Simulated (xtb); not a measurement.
C₃H₁₀OSi, charge -1, doublet, from a rough starting geometry (a state made from the parent by changing its charge; the spin is typed, not shown lowest); GFN2-xTB (xtb).

Here is a job for xtb.
```
$ xtb mol.xyz --gfn 2 --chrg -1 --uhf 1 --opt vtight --json

# file mol.xyz
15

C     -0.24222620     1.21792848    -1.30552068
Si    -0.23445475     0.09965369     0.22532003
C     -0.93480893    -1.56489825    -0.13704332
C      1.68865715    -0.11191839     0.79763214
O     -1.12894051     0.73467154     1.45245981
H      0.35435605     0.82064530    -2.14612909
H      0.20201205     2.29651870    -1.04236862
H     -1.24472324     1.40188867    -1.63293265
H     -0.95115644    -2.23870440     0.70523215
H     -0.45306791    -2.09642326    -0.98832463
H     -2.00995402    -1.44944253    -0.48740941
H      2.31148736    -0.60410951    -0.04066953
H      2.13445067     0.85902224     1.04862197
H      1.68321408    -0.74850203     1.66695876
H     -0.91164493     1.54426359     1.79701591
```

Question: Write the output that xtb gives for this input, abridged.

Answer: 
```
   ID    Z sym.   atoms
    1    6 C      1, 3, 4
    2   14 Si     2
    3    8 O      5
    4    1 H      6-15

           -------------------------------------------------
          |                Calculation Setup                |
           -------------------------------------------------

           -------------------------------------------------
          |                 G F N 2 - x T B                 |
           -------------------------------------------------

          ...................................................
          :                      SETUP                      :
          :.................................................:
          :  # basis functions                  36          :
          :  # atomic orbitals                  35          :
          :  # shells                           21          :
          :  # electrons                        33          :
          :  max. iterations                   250          :
          :  Hamiltonian                  GFN2-xTB          :
          :  restarted?                      false          :
          :  GBSA solvation                  false          :
          :  PC potential                    false          :
          :  electronic temp.          300.0000000     K    :
          :  accuracy                    1.0000000          :
          :  -> integral cutoff          0.2500000E+02      :
          :  -> integral neglect         0.1000000E-07      :
          :  -> SCF convergence          0.1000000E-05 Eh   :
          :  -> wf. convergence          0.1000000E-03 e    :
          :  Broyden damping             0.4000000          :
          :  net charge                         -1          :
          :  unpaired electrons                  1          :
          ...................................................

 iter      E             dE          RMSdq      gap      omega  full diag
   1    -17.5069806 -0.175070E+02  0.621E+00    0.15       0.0  T
   2    -17.5368625 -0.298820E-01  0.465E+00    0.23       1.0  T
   3    -17.5383749 -0.151232E-02  0.242E+00    0.37       1.0  T
   4    -17.5386424 -0.267581E-03  0.787E-01    0.52       1.0  T
   5    -17.5393207 -0.678293E-03  0.463E-01    0.54       1.0  T
   6    -17.5396160 -0.295280E-03  0.160E-01    0.58       1.0  T
   7    -17.5396982 -0.822349E-04  0.106E-01    0.58       1.0  T
   8    -17.5397015 -0.321158E-05  0.720E-02    0.59       1.0  T
   9    -17.5397035 -0.208109E-05  0.353E-02    0.59       1.0  T
  10    -17.5397049 -0.133684E-05  0.142E-02    0.59       1.8  T
  11    -17.5397052 -0.303705E-06  0.465E-03    0.59       5.5  T
  12    -17.5397052  0.195564E-08  0.128E-03    0.59      20.2  T
  13    -17.5397052 -0.199310E-07  0.476E-04    0.59      54.2  T
  14    -17.5397052  0.323830E-10  0.495E-04    0.59      52.1  T

   *** convergence criteria satisfied after 14 iterations ***

         :::::::::::::::::::::::::::::::::::::::::::::::::::::
         ::                     SUMMARY                     ::
         :::::::::::::::::::::::::::::::::::::::::::::::::::::
         :: total energy             -17.333995560605 Eh    ::
         :: gradient norm              0.139466075381 Eh/a0 ::
         :: HOMO-LUMO gap              0.590906349493 eV    ::
         ::.................................................::
         :: SCC energy               -17.539669538771 Eh    ::
         :: -> isotropic ES            0.141843505183 Eh    ::
         :: -> anisotropic ES          0.020162844030 Eh    ::
         :: -> anisotropic XC         -0.002275430794 Eh    ::
         :: -> dispersion             -0.009997477171 Eh    ::
         :: repulsion energy           0.205673978166 Eh    ::
         :: add. restraining           0.000000000000 Eh    ::
         :: total charge              -1.000000000001 e     ::
         :::::::::::::::::::::::::::::::::::::::::::::::::::::

      -----------------------------------------------------------
[...]
 * total energy  :   -17.4275634 Eh     change       -0.9410405E-06 Eh
 * total energy  :   -17.4275637 Eh     change       -0.3675582E-06 Eh
 * total energy  :   -17.4275641 Eh     change       -0.4120642E-06 Eh
 * total energy  :   -17.4275645 Eh     change       -0.3846672E-06 Eh
 * total energy  :   -17.4275648 Eh     change       -0.2405430E-06 Eh
 * total energy  :   -17.4275649 Eh     change       -0.1425972E-06 Eh
 * total energy  :   -17.4275651 Eh     change       -0.1464008E-06 Eh
 * total energy  :   -17.4275652 Eh     change       -0.1880184E-06 Eh
 * total energy  :   -17.4275655 Eh     change       -0.2420669E-06 Eh
 * total energy  :   -17.4275658 Eh     change       -0.3091491E-06 Eh
 * total energy  :   -17.4275660 Eh     change       -0.1600346E-06 Eh
 * total energy  :   -17.4275660 Eh     change       -0.6565493E-07 Eh
   *** GEOMETRY OPTIMIZATION CONVERGED AFTER 106 ITERATIONS ***
         :: total energy             -17.427566016282 Eh    ::
[...]
        25                          0.3762013              10.2370
        26                          0.3892183              10.5912
        27                          0.3928317              10.6895
        28                          0.4025711              10.9545
       ...                                ...                  ...
        35                          0.8951612              24.3586
      -------------------------------------------------------------
                  HL-Gap            0.1140294 Eh            3.1029 eV
             Fermi-level           -0.0344923 Eh           -0.9386 eV

     #   Z          covCN         q      C6AA      α(0)
     1   6 C        3.623    -0.176    24.458     7.128
     2  14 Si       3.315     0.329   122.638    22.357
     3   6 C        3.602    -0.191    24.913     7.218
     4   6 C        3.640    -0.171    24.245     7.081
     5   8 O        1.572    -0.558    24.228     6.642
     6   1 H        0.924    -0.057     4.268     3.231
     7   1 H        0.924    -0.042     3.902     3.089
     8   1 H        0.925    -0.045     3.976     3.118
     9   1 H        0.924    -0.062     4.387     3.276
    10   1 H        0.925    -0.053     4.172     3.194
    11   1 H        0.924    -0.059     4.314     3.248
    12   1 H        0.925    -0.053     4.169     3.193
    13   1 H        0.924    -0.042     3.896     3.087
    14   1 H        0.925    -0.051     4.115     3.172
    15   1 H        0.810     0.230     0.973     1.549

 Mol. C6AA /au·bohr⁶  :       2469.237554
 Mol. C8AA /au·bohr⁸  :      67448.526439
 Mol. α(0) /au        :         80.582227

Wiberg/Mayer (AO) data.
largest (>0.10) Wiberg bond orders for each atom

 ---------------------------------------------------------------------------
     #   Z sym  total        # sym  WBO       # sym  WBO       # sym  WBO
 ---------------------------------------------------------------------------
     1   6 C    3.898 --     8 H    1.006     6 H    1.005     7 H    1.000
                             2 Si   0.776
     2  14 Si   3.215 --     5 O    0.979     4 C    0.784     1 C    0.776
                             3 C    0.747
     3   6 C    3.864 --    10 H    1.004    11 H    1.002     9 H    0.995
                             2 Si   0.747
     4   6 C    3.917 --    12 H    1.009    14 H    1.008    13 H    0.998
                             2 Si   0.784
     5   8 O    2.020 --     2 Si   0.979    15 H    0.935
     6   1 H    0.997 --     1 C    1.005
     7   1 H    0.998 --     1 C    1.000
     8   1 H    0.998 --     1 C    1.006
     9   1 H    0.996 --     3 C    0.995
    10   1 H    0.997 --     3 C    1.004
    11   1 H    0.997 --     3 C    1.002
    12   1 H    0.997 --     4 C    1.009
    13   1 H    0.998 --     4 C    0.998
    14   1 H    0.997 --     4 C    1.008
    15   1 H    0.947 --     5 O    0.935
 ---------------------------------------------------------------------------

Topologies differ in total number of bonds
Writing topology from bond orders to xtbtopo.mol

molecular dipole:
                 x           y           z       tot (Debye)
 q only:        0.039      -0.441      -0.082
   full:        0.459      -0.359       0.730       2.374
molecular quadrupole (traceless):
                xx          xy          yy          xz          yz          zz
 q only:        0.868      -0.649      -6.420       0.466       5.053       5.553
  q+dip:        0.731       0.594      -4.991      -0.811       2.881       4.260
   full:        1.425       0.538      -4.969      -1.493       1.860       3.544

optimized geometry written to: xtbopt.xyz

           -------------------------------------------------
          | TOTAL ENERGY              -17.427566016282 Eh   |
          | GRADIENT NORM               0.000035036454 Eh/α |
          | HOMO-LUMO GAP               3.102897224792 eV   |
           -------------------------------------------------

normal termination of xtb
```
